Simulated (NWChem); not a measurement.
Everything below was run with NWChem. System: CdS, charge 0, spin multiplicity 1, at a geometry optimised with PBE0/def2-SVP with def2 effective core potentials on Cd. The structure started from a generated list of species. Level: PBE/def2-QZVP with def2 effective core potentials on Cd.

The NWChem input:

```
start mol
memory heap 200 mb stack 900 mb global 1100 mb
geometry units angstroms nocenter noautoz
  Cd     0.000000     0.000000     0.561447
  S      0.000000     0.000000    -1.684342
  symmetry group C2v
end
basis spherical
  * library def2-qzvp
end
ecp
  Cd library def2-ecp
end
dft
  xc xpbe96 cpbe96
  semidirect memsize 60000000 filesize 0
  iterations 100
end
task dft energy
```

NWChem printed:

```
             Northwest Computational Chemistry Package (NWChem) 7.3.0
             --------------------------------------------------------

                                NWChem Input Module
                                -------------------

 Scaling coordinates for geometry "geometry" by  1.889725989
 (inverse scale =  0.529177249)

 Turning off AUTOSYM since
 SYMMETRY directive was detected!

                             Geometry "geometry" -> ""
                             -------------------------

 Output coordinates in angstroms (scale by  1.889725989 to convert to a.u.)

  No.       Tag          Charge          X              Y              Z
 ---- ---------------- ---------- -------------- -------------- --------------
    1 Cd                  48.0000     0.00000000     0.00000000     0.56144700
    2 S                   16.0000     0.00000000     0.00000000    -1.68434200

 Effective nuclear repulsion energy (a.u.)     180.9645194770

            Nuclear Dipole moment (a.u.)
            ----------------------------
        X                 Y               Z
 ---------------- ---------------- ----------------
     0.0000000000     0.0000000000    -0.0000302356

      Symmetry information
      --------------------

 Group name             C2v
 Group number             16
 Group order               4
 No. of unique centers     2

      Symmetry unique atoms

     1    2


 Summary of "ao basis" -> "" (spherical)
 ------------------------------------------------------------------------------
       Tag                 Description            Shells   Functions and Types
 ---------------- ------------------------------  ------  ---------------------
 *                         def2-qzvp                  on all atoms

 Summary of "ao basis" -> "ao basis" (spherical)
 ------------------------------------------------------------------------------
       Tag                 Description            Shells   Functions and Types
 ---------------- ------------------------------  ------  ---------------------
 Cd                        def2-qzvp                20       72   7s5p4d3f1g
 S                         def2-qzvp                22       70   9s6p4d2f1g

 Summary of "ao basis" -> "ao basis" (spherical)
 ------------------------------------------------------------------------------
       Tag                 Description            Shells   Functions and Types
 ---------------- ------------------------------  ------  ---------------------
 Cd                        def2-qzvp                20       72   7s5p4d3f1g
 S                         def2-qzvp                22       70   9s6p4d2f1g

      Symmetry analysis of basis
      --------------------------

        a1         59
        a2         17
        b1         33
        b2         33

            General Information
            -------------------
          SCF calculation type: DFT
          Wavefunction type:  closed shell.
          No. of atoms     :     2
          No. of electrons :    36
           Alpha electrons :    18
            Beta electrons :    18
          Charge           :     0
          Spin multiplicity:     1
          Use of symmetry is: on ; symmetry adaption is: on
          Maximum number of iterations: 100
          AO basis - number of functions:   142
                     number of shells:    42
          Convergence on energy requested:  1.00D-06
          Convergence on density requested:  1.00D-05
          Convergence on gradient requested:  5.00D-04

              XC Information
              --------------
          PerdewBurkeErnzerhof Exchange Functional  1.000
            Perdew 1991 LDA Correlation Functional  1.000 local
           PerdewBurkeErnz. Correlation Functional  1.000 non-local

             Grid Information
             ----------------
          Grid used for XC integration:  medium
          Radial quadrature: Mura-Knowles
          Angular quadrature: Lebedev.
          Tag              B.-S. Rad. Rad. Pts. Rad. Cut. Ang. Pts.
          ---              ---------- --------- --------- ---------
          Cd                  1.55      123          10.0       590
          S                   1.00       88          11.0       590
          Grid pruning is: on
          Number of quadrature shells:   211
          Spatial weights used:  Erf1

          Convergence Information
          -----------------------
          Convergence aids based upon iterative change in
          total energy or number of iterations.
          Levelshifting, if invoked, occurs when the
          HOMO/LUMO gap drops below (HL_TOL):  1.00D-02
          DIIS, if invoked, will attempt to extrapolate
          using up to (NFOCK): 10 stored Fock matrices.

                    Damping( 0%)  Levelshifting(0.5)       DIIS
                  --------------- ------------------- ---------------
          dE  on:    start            ASAP                start
          dE off:    2 iters        100 iters           100 iters

      Screening Tolerance Information
      -------------------------------
          Density screening/tol_rho:  1.00D-10
          AO Gaussian exp screening on grid/accAOfunc:  14
          CD Gaussian exp screening on grid/accCDfunc:  20
          XC Gaussian exp screening on grid/accXCfunc:  20
          Schwarz screening/accCoul:  1.00D-08

      Superposition of Atomic Density Guess
      -------------------------------------

 Sum of atomic energies:        -589.41077668

      Non-variational initial energy
      ------------------------------

 Total energy =    -564.471831
 1-e energy   =    -997.232204
[...]
 !! scf_movecs_sym_adapt:   24 vectors were symmetry contaminated

  Symmetry fudging

 !! scf_movecs_sym_adapt:   18 vectors were symmetry contaminated

 d= 0,ls=0.5,diis     4   -565.3630172117 -7.77D-01  2.04D-03  2.00D+00     4.7

 !! scf_movecs_sym_adapt:   20 vectors were symmetry contaminated

  Symmetry fudging

 !! scf_movecs_sym_adapt:   16 vectors were symmetry contaminated

 d= 0,ls=0.5,diis     5   -565.5446636736 -1.82D-01  1.81D-03  1.09D+00     4.9

 !! scf_movecs_sym_adapt:   24 vectors were symmetry contaminated

  Symmetry fudging

 !! scf_movecs_sym_adapt:   18 vectors were symmetry contaminated

 d= 0,ls=0.5,diis     6   -565.6818709521 -1.37D-01  1.59D-03  4.13D-01     5.1

 !! scf_movecs_sym_adapt:   22 vectors were symmetry contaminated

  Symmetry fudging

 !! scf_movecs_sym_adapt:   16 vectors were symmetry contaminated

 d= 0,ls=0.5,diis     7   -565.7538638862 -7.20D-02  1.02D-03  1.05D-01     5.3

 !! scf_movecs_sym_adapt:   24 vectors were symmetry contaminated

  Symmetry fudging

 !! scf_movecs_sym_adapt:   22 vectors were symmetry contaminated

  Resetting Diis
 d= 0,ls=0.5,diis     8   -565.7766413251 -2.28D-02  6.31D-04  2.89D-02     5.5

 !! scf_movecs_sym_adapt:   56 vectors were symmetry contaminated

  Symmetry fudging

 !! scf_movecs_sym_adapt:   52 vectors were symmetry contaminated

 d= 0,ls=0.5,diis     9   -565.7832825032 -6.64D-03  8.28D-04  1.27D-02     5.7

 !! scf_movecs_sym_adapt:   56 vectors were symmetry contaminated

  Symmetry fudging

 !! scf_movecs_sym_adapt:   54 vectors were symmetry contaminated

 d= 0,ls=0.5,diis    10   -565.7867123573 -3.43D-03  3.75D-04  1.00D-02     5.9

 !! scf_movecs_sym_adapt:   66 vectors were symmetry contaminated

  Symmetry fudging

 !! scf_movecs_sym_adapt:   60 vectors were symmetry contaminated

 d= 0,ls=0.5,diis    11   -565.7875592749 -8.47D-04  2.79D-04  4.42D-03     6.1

 !! scf_movecs_sym_adapt:   66 vectors were symmetry contaminated

  Symmetry fudging

 !! scf_movecs_sym_adapt:   66 vectors were symmetry contaminated

 d= 0,ls=0.5,diis    12   -565.7881370005 -5.78D-04  1.97D-04  1.77D-03     6.3

 !! scf_movecs_sym_adapt:   68 vectors were symmetry contaminated

  Symmetry fudging

 !! scf_movecs_sym_adapt:   64 vectors were symmetry contaminated

 d= 0,ls=0.5,diis    13   -565.7884145024 -2.78D-04  1.17D-04  4.64D-04     6.6

 !! scf_movecs_sym_adapt:   66 vectors were symmetry contaminated

  Symmetry fudging

 !! scf_movecs_sym_adapt:   64 vectors were symmetry contaminated

 d= 0,ls=0.5,diis    14   -565.7885044848 -9.00D-05  7.16D-05  1.25D-04     6.8

 !! scf_movecs_sym_adapt:   68 vectors were symmetry contaminated

  Symmetry fudging

 !! scf_movecs_sym_adapt:   66 vectors were symmetry contaminated

 d= 0,ls=0.5,diis    15   -565.7885348619 -3.04D-05  4.76D-05  4.20D-05     7.0

 !! scf_movecs_sym_adapt:   66 vectors were symmetry contaminated

  Symmetry fudging

 !! scf_movecs_sym_adapt:   66 vectors were symmetry contaminated

 d= 0,ls=0.5,diis    16   -565.7885477336 -1.29D-05  3.18D-05  1.65D-05     7.2

 !! scf_movecs_sym_adapt:   66 vectors were symmetry contaminated

  Symmetry fudging

 !! scf_movecs_sym_adapt:   66 vectors were symmetry contaminated

 d= 0,ls=0.5,diis    17   -565.7885538345 -6.10D-06  2.18D-05  7.03D-06     7.4

 !! scf_movecs_sym_adapt:   66 vectors were symmetry contaminated

  Symmetry fudging

 !! scf_movecs_sym_adapt:   64 vectors were symmetry contaminated

 d= 0,ls=0.5,diis    18   -565.7885568975 -3.06D-06  1.53D-05  4.10D-06     7.6

 !! scf_movecs_sym_adapt:   66 vectors were symmetry contaminated

  Symmetry fudging

 !! scf_movecs_sym_adapt:   66 vectors were symmetry contaminated

 d= 0,ls=0.5,diis    19   -565.7885586704 -1.77D-06  1.09D-05  2.38D-06     7.8

 !! scf_movecs_sym_adapt:   66 vectors were symmetry contaminated

  Symmetry fudging

 !! scf_movecs_sym_adapt:   66 vectors were symmetry contaminated

 d= 0,ls=0.5,diis    20   -565.7885597088 -1.04D-06  7.97D-06  1.46D-06     8.0

 !! scf_movecs_sym_adapt:   66 vectors were symmetry contaminated

  Symmetry fudging

 !! scf_movecs_sym_adapt:   64 vectors were symmetry contaminated

 d= 0,ls=0.5,diis    21   -565.7885603185 -6.10D-07  5.96D-06  1.07D-06     8.2

         Total DFT energy =     -565.788560700969
      One electron energy =     -997.244399257145
           Coulomb energy =      396.959928908379
    Exchange-Corr. energy =      -40.905973467627
 Nuclear repulsion energy =       75.401883115423

 Numeric. integr. density =       35.999999868123

     Total iterative time =      7.4s

                  Occupations of the irreducible representations
                  ----------------------------------------------

                     irrep           alpha         beta
                     --------     --------     --------
                     a1                9.0          9.0
                     a2                1.0          1.0
                     b1                4.0          4.0
                     b2                4.0          4.0

                       DFT Final Molecular Orbital Analysis
                       ------------------------------------

 Vector   16  Occ=2.000000D+00  E=-2.860227D-01  Symmetry=a1
              MO Center=  1.4D-16, -8.5D-16, -5.0D-01, r^2= 3.2D+00
   Bfn.  Coefficient  Atom+Function         Bfn.  Coefficient  Atom+Function
  ----- ------------  ---------------      ----- ------------  ---------------
     5      0.511764  1 Cd s                  3     -0.365699  1 Cd s
    96      0.265831  2 S  pz                93      0.231042  2 S  pz
     6      0.226182  1 Cd s                  4     -0.216375  1 Cd s
     2      0.200176  1 Cd s                 84     -0.167590  2 S  pz
    80     -0.150536  2 S  s                 99      0.110181  2 S  pz

 Vector   17  Occ=2.000000D+00  E=-1.943028D-01  Symmetry=b2
              MO Center=  3.0D-19, -1.1D-14, -1.5D+00, r^2= 2.0D+00
   Bfn.  Coefficient  Atom+Function         Bfn.  Coefficient  Atom+Function
  ----- ------------  ---------------      ----- ------------  ---------------
    95      0.419834  2 S  py                92      0.341734  2 S  py
    83     -0.249208  2 S  py                98      0.228694  2 S  py
    18      0.121745  1 Cd py                89      0.106675  2 S  py
    15      0.086910  1 Cd py                 9     -0.068484  1 Cd py
    24      0.067920  1 Cd d -1              12     -0.053969  1 Cd py

 Vector   18  Occ=2.000000D+00  E=-1.943028D-01  Symmetry=b1
              MO Center=  1.4D-15,  2.5D-17, -1.5D+00, r^2= 2.0D+00
   Bfn.  Coefficient  Atom+Function         Bfn.  Coefficient  Atom+Function
  ----- ------------  ---------------      ----- ------------  ---------------
    94      0.419834  2 S  px                91      0.341734  2 S  px
    82     -0.249208  2 S  px                97      0.228694  2 S  px
    17      0.121745  1 Cd px                88      0.106675  2 S  px
    14      0.086910  1 Cd px                 8     -0.068484  1 Cd px
    26     -0.067920  1 Cd d  1              11     -0.053969  1 Cd px

 Vector   19  Occ=0.000000D+00  E=-1.792740D-01  Symmetry=a1
              MO Center= -2.2D-15, -1.9D-15,  2.6D-01, r^2= 4.6D+00
   Bfn.  Coefficient  Atom+Function         Bfn.  Coefficient  Atom+Function
  ----- ------------  ---------------      ----- ------------  ---------------
     6      0.430635  1 Cd s                 96     -0.308109  2 S  pz
     5      0.274788  1 Cd s                 19      0.262044  1 Cd pz
    93     -0.255502  2 S  pz                 3     -0.209299  1 Cd s
    16      0.189476  1 Cd pz                99     -0.187001  2 S  pz
    84      0.177836  2 S  pz                 7      0.172009  1 Cd s

 Vector   20  Occ=0.000000D+00  E=-5.154453D-02  Symmetry=b2
              MO Center=  2.7D-19,  1.9D-15,  5.9D-01, r^2= 5.9D+00
   Bfn.  Coefficient  Atom+Function         Bfn.  Coefficient  Atom+Function
  ----- ------------  ---------------      ----- ------------  ---------------
    18      0.550625  1 Cd py                21      0.521791  1 Cd py
    98     -0.279244  2 S  py                15      0.202423  1 Cd py
     9     -0.169910  1 Cd py                92     -0.158148  2 S  py
    12     -0.131914  1 Cd py                95     -0.108465  2 S  py
    83      0.092371  2 S  py                39      0.061585  1 Cd d -1

 Vector   21  Occ=0.000000D+00  E=-5.154453D-02  Symmetry=b1
              MO Center=  1.3D-15, -1.2D-19,  5.9D-01, r^2= 5.9D+00
   Bfn.  Coefficient  Atom+Function         Bfn.  Coefficient  Atom+Function
  ----- ------------  ---------------      ----- ------------  ---------------
    17      0.550625  1 Cd px                20      0.521791  1 Cd px
    97     -0.279244  2 S  px                14      0.202423  1 Cd px
     8     -0.169910  1 Cd px                91     -0.158148  2 S  px
    11     -0.131914  1 Cd px                94     -0.108465  2 S  px
    82      0.092371  2 S  px                41     -0.061585  1 Cd d  1

 center of mass
 --------------
 x =   0.00000000 y =   0.00000000 z =   0.13082523

 moments of inertia (a.u.)
 ------------------
         449.635832671404           0.000000000000           0.000000000000
           0.000000000000         449.635832671404           0.000000000000
           0.000000000000           0.000000000000           0.000000000000

     Multipole analysis of the density
     ---------------------------------

     L   x y z        total         alpha         beta         nuclear
     -   - - -        -----         -----         ----         -------
     0   0 0 0     -0.000000    -18.000000    -18.000000     36.000000

     1   1 0 0     -0.000000     -0.000000     -0.000000      0.000000
     1   0 1 0     -0.000000     -0.000000     -0.000000      0.000000
     1   0 0 1      2.122234     15.914866     15.914866    -29.707498

     2   2 0 0    -26.185318    -13.092659    -13.092659      0.000000
     2   1 1 0     -0.000000     -0.000000     -0.000000      0.000000
     2   1 0 1      0.000000      0.000000      0.000000      0.000000
     2   0 2 0    -26.185318    -13.092659    -13.092659      0.000000
     2   0 1 1      0.000000      0.000000      0.000000      0.000000
     2   0 0 2    -24.981787   -104.796803   -104.796803    184.611820

 Task  times  cpu:        8.4s     wall:        8.4s

 Total times  cpu:        8.4s     wall:        8.4s
```
